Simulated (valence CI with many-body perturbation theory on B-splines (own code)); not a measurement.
## Hyperfine factors and g values of Xe VI

Calculated by valence CI with perturbative core correlation (CI+MBPT): three valence electrons over a frozen Dirac-Fock core [Kr] 4d10, radial functions for each j: 11 s, 11 p, 9 d, 7 f, 5 g, 2 h, 1 i, with the one-electron correlation potential Σ1 (screened to all orders), the two-electron term Σ2, the three-electron term Σ3, Breit, model QED; selected single and double excitations, second order for the rest, scaled by the run's own slope (own B-spline code, finite nucleus).

Against 16 measured levels this calculation errs by 304 cm⁻¹ on average and by 782 at most. These come from a selection out of Saloman, J. Phys. Chem. Ref. Data 33, 765 (2004). Levels without a partner in it may be off by more, other configurations by several thousand cm⁻¹.

A/g_I is the dipole constant over the nuclear g factor μ/I (μ in nuclear magnetons, uniformly magnetised nucleus), B/Q the quadrupole constant per barn. Both hold the static response of the core; the bare values leave it out. Large factors of s and p1/2 electrons are usually good to 5 to 10 %; those of open d and f shells near neutrality can be off by tens of per cent, and small factors of p3/2, d and f electrons come from cancelling terms and can be off by a factor of two or in sign, in half-filled shells by more. B is blank for J = 1/2, where it vanishes, and for nearly pure S terms. Energies count from the lowest level.

Names give the largest LS component (configuration and term), which can be under half, so a name can repeat, a term be missing and a line seem to break the LS rules; names also repeat where a configuration has a term twice. Letters in brackets count levels of one name in rising energy.

| Level | E (cm⁻¹) | g | A/g_I (MHz) | A/g_I bare | B/Q (MHz/b) | B/Q bare |
| --- | --- | --- | --- | --- | --- | --- |
| 5s2.5p 2P°_1/2 | 0.0 | 0.666 | 11000 | 10200 |  |  |
| 5s2.5p 2P°_3/2 | 15607 | 1.334 | 1670 | 1410 | 3340 | 2900 |
| 5s.5p2 4P_1/2 | 92326 | 2.626 | 29000 | 26200 |  |  |
| 5s.5p2 4P_3/2 | 100110 | 1.724 | 11200 | 10100 | 2840 | 2460 |
| 5s.5p2 4P_5/2 | 106960 | 1.552 | 11500 | 10400 | -2820 | -2460 |
| 5s.5p2 2D_3/2 | 124790 | 0.828 | -3290 | -3030 | 4340 | 3780 |
| 5s.5p2 2D_5/2 | 129120 | 1.248 | 10400 | 9560 | 5560 | 4830 |
| 5s.5p2 2P_1/2 | 142150 | 1.188 | 10800 | 9960 |  |  |
| 5s.5p2 2S_1/2 | 158180 | 1.524 | 35700 | 32900 |  |  |
| 5s.5p2 2P_3/2 | 159580 | 1.310 | -3910 | -3750 | -3310 | -2910 |
| 5s2.5d 2D_3/2 | 180770 | 0.805 | -98.6 | -117 | 831 | 636 |
| 5s2.5d 2D_5/2 | 182860 | 1.201 | 1090 | 975 | 1110 | 845 |
| 4f.5s2 2F°_5/2 | 185090 | 0.856 | 73.3 | 125 | 417 | 246 |
| 4f.5s2 2F°_7/2 | 185420 | 1.143 | 148 | 234 | 494 | 282 |
| 5s2.6s 2S_1/2 | 224260 | 2.002 | 14300 | 13300 |  |  |
| 5p3 4S°_3/2 [a] | 232650 | 1.325 | 964 | 769 | 2200 | 1900 |
| 5p3 4S°_3/2 [b] | 240220 | 1.476 | -659 | -764 | -354 | -317 |
| 5p3 2D°_5/2 | 240930 | 1.199 | 4130 | 3710 | -1030 | -921 |
| 5s.5p.5d 4F°_3/2 | 259340 | 0.438 | -5540 | -5050 | 1480 | 1190 |
| 5p3 2P°_1/2 | 260570 | 0.666 | 9130 | 8450 |  |  |
| 5s.5p.5d 4F°_5/2 | 262470 | 1.046 | 3740 | 3400 | 756 | 549 |
| 5s2.6p 2P°_1/2 | 265370 | 0.666 | 4000 | 3700 |  |  |
| 5p3 2P°_3/2 | 266830 | 1.317 | 1350 | 1130 | -1520 | -1330 |
| 5s.5p.5d 4F°_7/2 | 267310 | 1.251 | 6050 | 5510 | 898 | 631 |
| 5s2.6p 2P°_3/2 | 270700 | 1.331 | 1020 | 891 | 748 | 659 |
| 4f.5s.5p 4G_5/2 | 271920 | 0.709 | -2730 | -2440 | -226 | -320 |
| 4f.5s.5p 4F_7/2 | 273290 | 1.130 | 2460 | 2330 | -1400 | -1360 |
| 5s.5p.5d 4P°_5/2 | 273800 | 1.469 | 7390 | 6720 | 1290 | 1020 |
| 5s.5p.5d 4D°_3/2 | 275040 | 1.341 | 4440 | 4020 | 897 | 760 |
| 5s.5p.5d 4D°_1/2 | 275380 | 0.241 | -15100 | -13800 |  |  |
| 5s.5p.5d 4F°_9/2 | 275650 | 1.334 | 5870 | 5320 | 4180 | 3460 |
| 4f.5s.5p 4F_3/2 | 276010 | 0.452 | -9390 | -8490 | -1150 | -1060 |
| 4f.5s.5p 4F_9/2 | 276230 | 1.257 | 5070 | 4710 | -3060 | -2810 |
| 4f.5s.5p 4F_5/2 | 276240 | 0.999 | -3930 | -3420 | -325 | -362 |
| 4f.5s.5p 2F_7/2 [a] | 276670 | 1.167 | 5020 | 4680 | -968 | -952 |
| 4f.5s.5p 2F_5/2 [a] | 281590 | 0.839 | -722 | -619 | 108 | 5.54 |
| 4f.5s.5p 2F_7/2 [b] | 283440 | 1.098 | 2540 | 2360 | 206 | 77.3 |
| 5s.5p.5d 4D°_5/2 | 284580 | 1.165 | 5210 | 4720 | -258 | -264 |
| 5s.5p.5d 4D°_7/2 | 284890 | 1.409 | 7150 | 6480 | -1510 | -1360 |
| 5s.5p.5d 2D°_3/2 | 285770 | 1.175 | 1150 | 979 | -704 | -595 |

Q: Take the isotope of mass number 129, with I = 1/2, μ = -0.77796 μN. What is the hyperfine structure of 5s.5p2 4P_5/2?

A: From the table A = -17900 MHz. Shifts from the centre of gravity in MHz: F = 2: 31300, F = 3: -22400.
